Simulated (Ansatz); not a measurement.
The cluster Be₂Se₂⁺. Total charge 1; doublet. Geometry PBE0-D4/def2-TZVP; atoms count from 1.

Cartesian coordinates in Å:
```
Be 0.642 -0.406 -0.730
Be -0.642 0.405 0.730
Se -1.103 0.563 -1.282
Se 1.103 -0.562 1.282
```

The structure comes from a short search, and lower isomers may exist.

Estimate the Mulliken populations from the PBE0/def2-TZVP orbitals of Ansatz.


```
atom  charge (e)  spin (α − β)
 Be1        0.25         -0.10
 Be2        0.25         -0.10
 Se3        0.25          0.60
 Se4        0.25          0.60
```
Mulliken values and Mayer orders depend strongly on the basis.

Where does the spin sit?

Summed by element: Be -0.20, Se 1.20, of 1 unpaired in all. Largest on single atoms: Se3 0.60, Se4 0.60, Be1 -0.10.

And the Mayer bond orders between bonded heavy atoms (over 0.3)?

Be1–Be2 0.34 (2.11 Å); Be1–Se3 1.12 (2.07 Å); Be1–Se4 1.12 (2.07 Å); Be2–Se3 1.12 (2.07 Å); Be2–Se4 1.12 (2.07 Å).
